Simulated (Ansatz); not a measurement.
Reaction (redistribution): `[SiH3]N([SiH3])[Si]Br` + `N[Si]O` → `O[Si]Br` + `N[Si]N([SiH3])[SiH3]`

Gas-phase electronic energies from Ansatz, PBE0-D4/def2-TZVP geometries. CBS: MP2 limit from def2 TZ/QZ plus the TZ coupled-cluster correction, frozen cores. This one scheme is used for every species. Functionals use def2-TZVPP. For Br outer-core shells are correlated without core-valence functions, which leaves a few kJ/mol of doubt a bond. Scalar relativity is left out up to krypton. Each species was taken in one conformer, which may not be the lowest.

Q: Is it downhill or uphill in electronic energy at CCSD(T)/CBS, and by how much? (An estimate is asked.)

A: Ansatz gave: Nearly level: ΔE = +1.7 kJ/mol.

Q: What do these levels give: B97M-V, BHLYP-D4, ωB97M-V, r2SCAN0, CCSD(T)/def2-SVP, HF/def2-TZVPP? (An estimate is asked.)

A: The calculation gave: B97M-V -4.3, BHLYP-D4 -1.6, ωB97M-V -1.8, r2SCAN0 -2.4, CCSD(T)/def2-SVP -2.3, HF/def2-TZVPP -4.0 kJ/mol.

Q: What do rigid-rotor, harmonic-oscillator terms from PBE0-D4/def2-TZVP frequencies (298.15 K, 1 bar) make of the CCSD(T)/CBS value? (An estimate is asked.)

A: Ansatz gave: ΔZPE = +0.3 kJ/mol, ΔH = +2.2 kJ/mol, ΔS = 10 J/(mol·K), ΔG = -0.9 kJ/mol.

Largest T1 diagnostic among the species: 0.014.

At CCSD(T), def2-SVP lies −4.0 kJ/mol from the extrapolated value and def2-TZVPP −2.2 kJ/mol. In def2-TZVPP, CCSD(T) changes the Hartree–Fock value by +3.6 kJ/mol (the triples alone add +0.4 kJ/mol) and MP2 by +5.3 kJ/mol. Leaving LDA and LC-ωPBE aside and taking each functional with its dispersion term where it has one, the values, not all of them listed here, spread over 3.8 kJ/mol, from B97M-V to PBE-QIDH.
